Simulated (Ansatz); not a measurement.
Wavefunction ladder for C₂H₅AlF₂O, SMILES `[OH][Al]([F])[CH2]CF`

```xyz
11

O    -0.7921   -1.8321    1.1137
Al   -0.6291   -1.2128   -0.4453
F    -1.1751   -2.0771   -1.7397
C     0.2041    0.5203   -0.7147
C     0.6317    1.2240    0.5438
F     1.2205    2.4483    0.2441
H    -1.1859   -2.6735    1.3370
H     1.0689    0.3779   -1.3739
H    -0.4975    1.1497   -1.2748
H    -0.2154    1.4312    1.2042
H     1.3699    0.6442    1.1055
```

The species carries charge 0 and has multiplicity 1. The structure was optimised at the PBE0-D4/def2-TZVP level. It is one conformer, not always the lowest. Frozen core, restricted reference, the Gaussian-basis code of Ansatz. CBS rows extrapolate triple and quadruple zeta; past MP2 they add the triple-zeta difference.

```json
{"basis": "def2-SVP", "HF (Eh)": "-594.08769", "MP2 corr.": "-0.89617", "CCSD corr.": "-0.93351", "(T)": "-0.01927", "CCSD(T) total": "-595.04047"}
{"basis": "def2-TZVPP", "HF (Eh)": "-594.61519", "MP2 corr.": "-1.15907", "CCSD corr.": "-1.18418", "(T)": "-0.03941", "CCSD(T) total": "-595.83878"}
{"basis": "def2-QZVPP", "HF (Eh)": "-594.63928", "MP2 corr.": "-1.25635", "CCSD corr.": "–", "(T)": "–", "CCSD(T) total": "–"}
{"basis": "CBS(def2)", "HF (Eh)": "-594.64260", "MP2 corr.": "-1.32842", "CCSD corr.": "-1.35353", "(T)": "as TZ", "CCSD(T) total": "-596.03554"}
```
